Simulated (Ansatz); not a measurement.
The input (input.yaml):

```yaml
crystal:
  lattice:
    - [6.073178, 0.0, 0.0]
    - [0.0, 6.073178, 0.0]
    - [0.0, 0.0, 6.073178]
  atoms:
    - { symbol: O, position: [0.68720134, 0.34503608, 0.18929515] }
    - { symbol: H, position: [0.54833115, 0.42410756, 0.20680953] }
    - { symbol: H, position: [0.79105133, 0.41359112, 0.29591227] }
    - { symbol: O, position: [0.22127393, 0.1105797, 0.2166344] }
    - { symbol: H, position: [0.22473198, 0.25637264, 0.14390133] }
    - { symbol: H, position: [0.28870031, 0.01206553, 0.10911738] }
    - { symbol: O, position: [0.535153, 0.09397432, 0.59556427] }
    - { symbol: H, position: [0.55763523, 0.24764331, 0.64778299] }
    - { symbol: H, position: [0.41996233, 0.10723435, 0.48341019] }
    - { symbol: O, position: [-0.04728741, 0.38187459, 0.52745322] }
    - { symbol: H, position: [0.0960746, 0.43677577, 0.57060961] }
    - { symbol: H, position: [-0.16524209, 0.44920588, 0.63837431] }
    - { symbol: O, position: [0.86849305, 0.81648063, 0.98258385] }
    - { symbol: H, position: [0.76748806, 0.70291685, 0.89070846] }
    - { symbol: H, position: [0.86550036, 0.94840927, 0.89230333] }
    - { symbol: O, position: [0.26270158, 0.52817815, 1.01122825] }
    - { symbol: H, position: [0.14467951, 0.63622735, 0.98335418] }
    - { symbol: H, position: [0.38868962, 0.55678543, 0.9078809] }
    - { symbol: Na, position: [0.851733, 1.02722729, 0.33982243] }
    - { symbol: O, position: [0.65222631, 0.52186402, 0.77674856] }
    - { symbol: H, position: [0.68301009, 0.42764856, 0.90604151] }
basis:
  ecutwfc: 420.0
kpoints:
  mp_grid: { grid: [1, 1, 1] }
hamiltonian:
  xc: pbe
  dispersion: d3bj
scf:
  occupations: { method: fermi_dirac, width: 0.02 }
  lower_state_search: "off"
md:
  timestep: 0.5
  n_steps: 300
  ensemble: nvt_langevin
  temperature: 1500.0
  initial_velocities: maxwell_boltzmann
  seed: 357987
  friction: 0.02
```

Run as:

```bash
$ ansatz run input.yaml --threads 1 --pin off --max-ram 3072MiB --backend cpu --events-out ev --progress --plain --runs-dir out
```

Hardware: 1 thread of Intel(R) Xeon(R) 6975P-C (Granite Rapids) (shared host).

Q: Roughly how long does this run take, and how much memory?

A: 3.9 min, with a peak of 0.41 GiB, for 301 ionic steps.
